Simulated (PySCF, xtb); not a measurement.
2-chlorobuta-1,3-diene (C₄H₅Cl), SMILES C=CC(=C)Cl.

GFN2-xTB in xtb at its own geometry gives an orbital gap of 3.56 eV and a dipole moment of 1.61 D.

Geometry: B3LYP-D3(BJ)/def2-SVP. One conformer was computed; it need not be the lowest.

What does PBE/def2-TZVP (PySCF) give? (Estimate from the structure and the level; the computed values follow.)

gap 3.82 eV (levels -6.03 and -2.21 eV), dipole 1.40 D.
